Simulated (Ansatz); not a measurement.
Ideal-gas functions of C$_{2}$H$_{6}$Sn (`[CH3][Sn][CH3]`) at 400 K and 1 bar, from an Ansatz frequency run at PBE0-D4/def2-TZVP.

Molar mass 148.78 g/mol, point group C2v (symmetry number 2), electronic degeneracy 1, moments of inertia 64.001, 85.836, 143.585 u Å². Harmonic wavenumbers (cm⁻¹, unscaled): 19, 90, 169, 478, 489, 528, 579, 643, 767, 1181, 1192, 1426, 1434, 1439, 1451, 3031, 3032, 3108, 3112, 3149, 3150.

Use S(trans) = R[1.5 ln M + 2.5 ln T − 1.1517]; rotational temperatures θ = 24.2544 K / I; S(rot) = R[ln(√π/σ · √(T³/θAθBθC)) + 1.5]; for each mode x = 1.438777 ν̃/T, S = R[x/(eˣ − 1) − ln(1 − e⁻ˣ)] and H = RT x/(eˣ − 1); 1 cm⁻¹ = 0.0119627 kJ/mol; R = 8.31446 J/(mol·K).

Problem. By hand: the entropy, in J/(mol·K).

Solution. Translation 177.4. Rotation: θ = 0.379, 0.2826, 0.1689 K, giving 102.9. Vibration, mode by mode: 30.63, 17.73, 12.58, 4.76, 4.61, 4.13, 3.57, 2.98, 2.10, 0.63, 0.61, 0.30, 0.30, 0.29, 0.28, 0.00, 0.00, 0.00, 0.00, 0.00, 0.00, in all 85.5. Electronic 0.0. Sum 365.8 J/(mol·K).

Problem. By hand: H − E and G − E in kJ/mol, counted from the electronic energy.

Solution. Zero-point energy ½ × 30467 × 0.0119627 = 182.2; thermal vibration 15.3; translation, rotation and pV give 4 RT = 13.3. H − E = 210.8 kJ/mol, and G − E = 210.8 − 400 × 365.8/1000 = 64.5 kJ/mol.

Vibration gives 23 % of the entropy, 48.4 J/(mol·K) of it from the modes under 150 cm⁻¹: soft modes count most, and the harmonic formula is weakest for them.
